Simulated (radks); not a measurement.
Values are calculated unless marked as measured or tabulated.
Question: The tellurium ion Te+, configuration [Kr] 4d10 5s2 5p3 (the NIST ground configuration). Level of theory: Dirac Kohn-Sham, Slater X-alpha with alpha = 0.667, spin-unpolarised, spherical densities, finite nucleus; open shells are shared between the two j in proportion to 2j + 1; Fermi nuclear charge, rms radius 4.7423 fm (a radial shooting solver on a logarithmic mesh with Libxc functionals). Some entries of the table are withheld. Estimate them.

orbital,occ.,eigenvalue (hartree),<r> (bohr)
1s1/2,2,-1160.366,0.02784
2s1/2,2,-178.1405,0.1195
2p1/2,2,(1),(2)
2p3/2,4,(3),(4)
3s1/2,2,(5),0.3224
3p1/2,2,-31.06181,0.3126
3p3/2,4,-29.18551,0.3241
3d3/2,4,-21.06457,0.2949
3d5/2,6,-20.67180,0.2985
4s1/2,2,-6.29257,0.7649
4p1/2,2,(6),(7)
4p3/2,4,(8),(9)
4d3/2,4,-1.83646,0.9660
4d5/2,6,-1.78225,0.9785
5s1/2,2,-0.82349,2.035
5p1/2,1,(10),2.432
5p3/2,2,(11),2.536

Answer: 
(1) 2p1/2 eigenvalue (hartree): -167.0140
(2) 2p1/2 <r> (bohr): 0.1009
(3) 2p3/2 eigenvalue (hartree): -156.9415
(4) 2p3/2 <r> (bohr): 0.1064
(5) 3s1/2 eigenvalue (hartree): -35.64601
(6) 4p1/2 eigenvalue (hartree): -4.71523
(7) 4p1/2 <r> (bohr): 0.8017
(8) 4p3/2 eigenvalue (hartree): -4.35522
(9) 4p3/2 <r> (bohr): 0.8309
(10) 5p1/2 eigenvalue (hartree): -0.49010
(11) 5p3/2 eigenvalue (hartree): -0.45575
